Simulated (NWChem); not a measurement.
System: C$_{2}$H$_{7}$BeNO; SMILES C[N]([Be][OH])C

Parts of the log:

```
             Northwest Computational Chemistry Package (NWChem) 7.3.0
             --------------------------------------------------------

 CS  symmetry detected

                             Geometry "geometry" -> ""
                             -------------------------

 Output coordinates in angstroms (scale by  1.889725989 to convert to a.u.)

  No.       Tag          Charge          X              Y              Z
 ---- ---------------- ---------- -------------- -------------- --------------
    1 Be                   4.0000     0.03076320    -1.05357946     0.00000000
    2 O                    8.0000     0.05349932    -2.48692336     0.00000000
    3 H                    1.0000    -0.70156303    -3.09169596     0.00000000
    4 N                    7.0000     0.02477340     0.45792688     0.00000000
    5 C                    6.0000     0.00088254     1.25692254     1.20874900
    6 C                    6.0000     0.00088254     1.25692254    -1.20874900
    7 H                    1.0000    -0.91528834     1.89527332     1.27566750
    8 H                    1.0000     0.87695658     1.94869343     1.27462500
    9 H                    1.0000     0.02158746     0.61245432     2.11216200
   10 H                    1.0000     0.87695658     1.94869343    -1.27462500
   11 H                    1.0000    -0.91528834     1.89527332    -1.27566750
   12 H                    1.0000     0.02158746     0.61245432    -2.11216200

 Effective nuclear repulsion energy (a.u.)     148.5249442097

      Symmetry information
      --------------------

 Group name             Cs
 Group number              2
 Group order               2
 No. of unique centers     8

  pbe96 is a nonlocal functional; adding pw91lda local functional.

                                 NWChem DFT Module
                                 -----------------

 Summary of "ao basis" -> "ao basis" (spherical)
 ------------------------------------------------------------------------------
       Tag                 Description            Shells   Functions and Types
 ---------------- ------------------------------  ------  ---------------------
 Be                         6-31+g*                  8       18   4s3p1d
 O                          6-31+g*                  8       18   4s3p1d
 H                          6-31+g*                  2        2   2s
 N                          6-31+g*                  8       18   4s3p1d
 C                          6-31+g*                  8       18   4s3p1d

      Symmetry analysis of basis
      --------------------------

        a'         65
        a"         39

            General Information
            -------------------
          SCF calculation type: DFT
          Wavefunction type:  closed shell.
          No. of atoms     :    12
          No. of electrons :    38
           Alpha electrons :    19
            Beta electrons :    19
          Charge           :     0
          Spin multiplicity:     1
          Use of symmetry is: on ; symmetry adaption is: on
          Maximum number of iterations: 150
          AO basis - number of functions:   104
                     number of shells:    54
          Convergence on energy requested:  1.00D-06
          Convergence on density requested:  1.00D-05
          Convergence on gradient requested:  5.00D-04

              XC Information
              --------------
          PerdewBurkeErnzerhof Exchange Functional  1.000
            Perdew 1991 LDA Correlation Functional  1.000 local
           PerdewBurkeErnz. Correlation Functional  1.000 non-local

             Grid Information
             ----------------
          Grid used for XC integration:  medium
          Radial quadrature: Mura-Knowles
          Angular quadrature: Lebedev.
          Tag              B.-S. Rad. Rad. Pts. Rad. Cut. Ang. Pts.
          ---              ---------- --------- --------- ---------
          Be                  1.05       49          13.0       434
          O                   0.60       49          13.0       434
          H                   0.35       45          13.0       434
          N                   0.65       49          11.0       434
          C                   0.70       49          14.0       434
          Grid pruning is: on
          Number of quadrature shells:   376
          Spatial weights used:  Erf1

      Superposition of Atomic Density Guess
      -------------------------------------

 Sum of atomic energies:        -222.43659107

      Non-variational initial energy
      ------------------------------

 Total energy =    -224.877993
 1-e energy   =    -593.885671
 2-e energy   =     220.482734
 HOMO         =      -0.276006
 LUMO         =      -0.040444

      Symmetry analysis of molecular orbitals - initial
      -------------------------------------------------

  Numbering of irreducible representations:

     1 a'          2 a"

  Orbital symmetries:

     1 a'          2 a'          3 a'          4 a"          5 a'
     6 a'          7 a'          8 a"          9 a'         10 a'
    11 a'         12 a'         13 a"         14 a'         15 a"
    16 a"         17 a"         18 a'         19 a'         20 a'
    21 a'         22 a"         23 a'         24 a'         25 a"
    26 a'         27 a"         28 a'         29 a'

     ---------------------------------------------
      Total Density - Mulliken Population Analysis
     ---------------------------------------------

    Atom       Charge   Shell Charges
 -----------   ------   -------------------------------------------------------
    1 Be   4     2.95   2.00  0.43  0.59  0.03 -0.19 -0.00 -0.00  0.10
    2 O    8     9.10   2.00  0.93  3.22  0.88  1.91 -0.10  0.25  0.01
    3 H    1     0.38   0.35  0.03
    4 N    7     7.80   2.00  0.80  2.61  0.75  1.53  0.01  0.07  0.03
    5 C    6     6.63   2.00  0.70  1.92  0.69  1.11  0.10  0.07  0.05
    6 C    6     6.63   2.00  0.70  1.92  0.69  1.11  0.10  0.07  0.05
    7 H    1     0.76   0.47  0.28
    8 H    1     0.76   0.47  0.28
    9 H    1     0.74   0.47  0.28
   10 H    1     0.76   0.47  0.28
   11 H    1     0.76   0.47  0.28
   12 H    1     0.74   0.47  0.28

   convergence    iter        energy       DeltaE   RMS-Dens  Diis-err
 ---------------- ----- ----------------- --------- --------- ---------
 d= 0,ls=0.0,diis     1   -224.8223859999 -3.73D+02  2.07D-02  9.51D-01
 d= 0,ls=0.0,diis     2   -224.5707942628  2.52D-01  1.21D-02  3.47D+00
 d= 0,ls=0.0,diis     3   -224.9232858702 -3.52D-01  2.54D-03  8.99D-02
 d= 0,ls=0.0,diis     4   -224.9272241947 -3.94D-03  1.49D-03  5.02D-02
 d= 0,ls=0.0,diis     5   -224.9324041150 -5.18D-03  3.56D-04  1.17D-03
  Resetting Diis
 d= 0,ls=0.0,diis     6   -224.9325182842 -1.14D-04  1.14D-04  2.17D-04
 d= 0,ls=0.0,diis     7   -224.9325469204 -2.86D-05  5.06D-05  5.81D-06
 d= 0,ls=0.0,diis     8   -224.9325462399  6.80D-07  2.66D-05  1.15D-05
 d= 0,ls=0.0,diis     9   -224.9325475671 -1.33D-06  4.84D-06  5.22D-07
 d= 0,ls=0.0,diis    10   -224.9325476164 -4.94D-08  1.41D-06  5.07D-08

         Total DFT energy =     -224.932547616442
      One electron energy =     -599.227897725818
           Coulomb energy =      257.347767766507
    Exchange-Corr. energy =      -31.577361866833
 Nuclear repulsion energy =      148.524944209702

 Numeric. integr. density =       37.999995441832

                  Occupations of the irreducible representations
                  ----------------------------------------------

                     irrep           alpha         beta
                     --------     --------     --------
                     a'               13.0         13.0
                     a"                6.0          6.0

                       DFT Final Molecular Orbital Analysis
                       ------------------------------------

 Vector   17  Occ=2.000000D+00  E=-2.856151D-01  Symmetry=a'
              MO Center=  6.3D-02, -2.4D+00,  4.2D-16, r^2= 9.4D-01
   Bfn.  Coefficient  Atom+Function         Bfn.  Coefficient  Atom+Function
  ----- ------------  ---------------      ----- ------------  ---------------
    21      0.462282   2 O  px               28     -0.402291   2 O  s
    22     -0.373780   2 O  py                6      0.311507   1 Be s
    25      0.294197   2 O  px                8     -0.272554   1 Be py
    30     -0.221284   2 O  py               24      0.215108   2 O  s
    26     -0.208265   2 O  py               48      0.167517   4 N  s

 Vector   18  Occ=2.000000D+00  E=-2.687120D-01  Symmetry=a"
              MO Center=  4.0D-02, -2.4D+00,  1.4D-16, r^2= 9.3D-01
   Bfn.  Coefficient  Atom+Function         Bfn.  Coefficient  Atom+Function
  ----- ------------  ---------------      ----- ------------  ---------------
    23      0.607456   2 O  pz               27      0.398016   2 O  pz
     5      0.147948   1 Be pz               31      0.129854   2 O  pz
    66      0.047025   5 C  s                84     -0.047025   6 C  s
    60      0.029485   5 C  py               78     -0.029485   6 C  py
    15     -0.029331   1 Be d -1

 Vector   19  Occ=2.000000D+00  E=-1.780229D-01  Symmetry=a'
              MO Center=  2.2D-02,  6.2D-01, -1.3D-15, r^2= 2.3D+00
   Bfn.  Coefficient  Atom+Function         Bfn.  Coefficient  Atom+Function
  ----- ------------  ---------------      ----- ------------  ---------------
    41      0.520639   4 N  px               45      0.384153   4 N  px
    49      0.222810   4 N  px               94      0.183249   7 H  s
   102      0.183249  11 H  s                96     -0.178450   8 H  s
   100     -0.178450  10 H  s                 3      0.163583   1 Be px
    93      0.113179   7 H  s               101      0.113179  11 H  s

[...]
```

Level: PBE/6-31+G* (spherical d). The geometry was optimised at PBE-D3(BJ)/def2-SVP.

Question: Write an input that gives this output.

Answer: This is not unique; one that fits is the input that was run:
```
start job
memory heap 200 mb stack 900 mb global 1100 mb
geometry units angstroms noautoz
  Be     0.114186    -0.000000    -1.071310
  O      0.186700     0.000000    -2.502999
  H     -0.546898     0.000000    -3.133636
  N      0.055693    -0.000000     0.439076
  C      0.004061     1.208749     1.236759
  C      0.004061    -1.208749     1.236760
  H     -0.933732     1.275668     1.842899
  H      0.855576     1.274625     1.958546
  H      0.047141     2.112162     0.593399
  H      0.855575    -1.274625     1.958546
  H     -0.933732    -1.275667     1.842899
  H      0.047141    -2.112162     0.593400
end
basis spherical
  * library 6-31+g*
end
dft
  xc xpbe96 cpbe96
  iterations 150
  mulliken
end
task dft energy
```
